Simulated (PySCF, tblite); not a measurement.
Isomers of C6H9SSi (doublet state), one GFN2-xTB conformer each. Single-point energies are computed at B3LYP/pcH-1 (PySCF, gas phase, no added dispersion term), electronic only. GFN2-xTB treats the open shell by occupation alone, and not every SCF solution was tested for stability.

Question: Rank them by B3LYP/pcH-1 energy, lowest first (kJ/mol).
A. `[SiH3:1][S:2][C@:3]12[C@@H:4]3[CH:5][C@H:6]1[CH2:7][C@H:8]23` (doublet state) with Si1–S2–C3–C4 69°
B. `[CH2:1][c:2]1[cH:3][cH:4][c:5]([CH2:6][SiH3:7])[s:8]1` (doublet state) with H–C1–C2–C3 0° and 180°, C4–C5–C6–Si7 -87°
C. `[SiH2:1][S:2][C@@:3]12[C@H:4]3[CH2:5][C@@H:6]1[C@@H:7]2[CH2:8]3` (doublet state) with H–Si1–S2–C3 -58° and 179°, Si1–S2–C3–C4 65°

Answer: B (0.0), C (219.0), A (283.0).

As drawn, the lowest has an Si–C bond, which the highest lacks; the highest has a three-membered ring and a four-membered ring, which the lowest lacks. GFN2-xTB itself gives, in the same order: 0.0, 85.3, 138.5. Both levels put the same isomer lowest; measured from each level's own lowest isomer, the values differ by up to 144.5 kJ/mol ([SiH3]S[C@]12[C@@H]3[CH][C@H]1C[C@@H]32: 138.5 against 283.0).

What happens when harmonic zero-point energies from GFN2-xTB frequencies are added?

| SMILES | ZPE (kJ/mol) | electronic (kJ/mol) | with ZPE (kJ/mol) |
| --- | --- | --- | --- |
| [CH2]c1ccc(C[SiH3])s1 | 317.2 | 0.0 | 0.0 |
| [SiH2]S[C@@]12[C@H]3C[C@@H]1[C@@H]2C3 | 337.0 | 219.0 | 238.8 |
| [SiH3]S[C@]12[C@@H]3[CH][C@H]1C[C@@H]32 | 323.1 | 283.0 | 289.0 |

The zero-point energies span 19.8 kJ/mol. The order is unchanged.
